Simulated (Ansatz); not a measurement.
`[BH2][SnH2][SiH3]` + `CBS` → `BSBC` + `[SiH3][SnH3]` at 600 K and 1 bar (cleavage of the B–Sn bond).

Program: Ansatz. Geometries: PBE0-D4/def2-TZVP. ΔE: electronic, gas phase. CCSD(T)/CBS is the MP2 limit (def2-TZVPP, def2-QZVPP) plus CCSD(T) − MP2 in def2-TZVPP, frozen cores. def2 core potentials past Kr. For Sn outer-core shells are correlated without core-valence functions, which leaves a few kJ/mol of doubt a bond. Each species was taken in one conformer, which may not be the lowest.

| species | CCSD(T)/CBS energy (Eh) | H − E (kJ/mol) | S (J/(mol·K)) |
| --- | --- | --- | --- |
| `[BH2][SnH2][SiH3]` | -532.05307 | 215.8 | 458.4 |
| `CBS` | -463.66090 | 197.7 | 348.9 |
| `BSBC` | -489.06011 | 244.3 | 406.5 |
| `[SiH3][SnH3]` | -506.68362 | 166.8 | 381.7 |

H − E and S are ideal-gas, rigid-rotor, harmonic terms from PBE0-D4/def2-TZVP, for one conformer and one mirror image of each species. 1 Eh = 2625.50 kJ/mol, R = 8.31446 J/(mol·K).

Q: By hand: ΔE, ΔH, ΔS and ΔG.

A: ΔE = (-489.06011) + (-506.68362) − (-532.05307) − (-463.66090) = -0.02976 Eh = -78.1 kJ/mol. Δ(H − E) = 244.3 + 166.8 − 215.8 − 197.7 = -2.4, so ΔH = -80.5 kJ/mol. ΔS = 406.5 + 381.7 − 458.4 − 348.9 = -19.1 J/(mol·K). ΔG = -80.5 − 600 × (-19.1)/1000 = -69.0 kJ/mol.

Q: By hand: the equilibrium constant, and the temperature at which ΔG would vanish if ΔH and ΔS stayed fixed.

A: log₁₀ K = −ΔG/(RT ln 10) = 6.0. ΔG = 0 at ΔH/ΔS = 4215 K, far beyond where these terms or the molecules hold.

ΔH outweighs TΔS. A doubt of 5 kJ/mol in ΔE shifts log₁₀ K by 0.4 here. Other conformers and mirror images would add mixing entropy, several J/(mol·K) or more a flexible species. These are equilibria of isolated gas molecules and say nothing of rates. Largest T1 diagnostic: 0.014 (customary marks: 0.02 for closed shells, 0.045 for open ones).
